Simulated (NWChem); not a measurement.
ZnSiH3Br; SMILES [SiH3][Zn][Br]

This build's default masses of Se (78.918 u) and Br (79.917 u) are each other's, which moves their modes by up to 0.6 %.

Question: Give the equilibrium geometry at PBE0/def2-SVP (NWChem) as a list of bonds and angles, with the point group.

Answer: point group C3v; any orientation.
Bond lengths (Å): Zn1–Br2 2.256, Zn1–Si3 2.359, Si3–H4 1.497, Si3–H5 1.497, Si3–H6 1.497. Angles (°): Br2–Zn1–Si3 180.0, Zn1–Si3–H4 110.9, Zn1–Si3–H5 110.9, Zn1–Si3–H6 110.9, H4–Si3–H5 108.0, H4–Si3–H6 108.0, H5–Si3–H6 108.0.
